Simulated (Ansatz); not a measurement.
C₂H₇Cl₂FO₃W (`C[O][W]([OH])([F])([Cl])([Cl])[O]C`), relaxed with RKS PBE0-D4/def2-TZVP in the Gaussian-basis code of Ansatz from a GFN2-xTB geometry. The force threshold is 0.005 eV/Å; the program also tests the step.

The species carries charge 0 and has multiplicity 1. W takes the def2 core potential.

Start:

```xyz
16

C    -1.705    0.449    2.053
O    -1.220    0.315    0.750
W     0.069   -0.674   -0.038
O    -1.067   -1.618   -1.124
F    -0.151   -1.977    1.296
Cl    1.808   -1.987   -0.835
Cl    1.578    0.309    1.421
O     0.533    0.559   -1.235
C     1.598    1.227   -1.849
H    -0.912    0.889    2.681
H    -2.587    1.101    2.072
H    -1.972   -0.547    2.441
H    -1.616   -2.226   -1.626
H     2.294    0.473   -2.253
H     2.115    1.839   -1.093
H     1.236    1.869   -2.660
```

By how much does the energy fall, and how many steps does the optimiser take? (Best estimate.)

The calculation gave: 0.31 eV, in 53 steps, 7 of them rejected.

Which bonds change most? (Best estimate.)

Ansatz gave: W3–O4 from 1.834 to 1.898 Å; W3–O8 from 1.780 to 1.827 Å; W3–Cl6 from 2.320 to 2.359 Å; O2–W3 from 1.806 to 1.836 Å.

Give the relaxed structure. (An estimate is asked.)

The calculation gave: 
```xyz
16

C    -1.907    0.369    2.003
O    -0.852    0.536    1.093
W     0.214   -0.581    0.100
O    -1.394   -1.198   -0.697
F     0.082   -1.819    1.507
Cl    1.207   -2.304   -1.167
Cl    2.289   -0.087    1.067
O     0.670    0.654   -1.167
C     1.699    1.247   -1.898
H    -2.119    1.329    2.474
H    -2.787    0.020    1.453
H    -1.628   -0.375    2.753
H    -1.367   -1.970   -1.270
H     2.038    0.544   -2.664
H     2.529    1.477   -1.222
H     1.325    2.159   -2.366
```
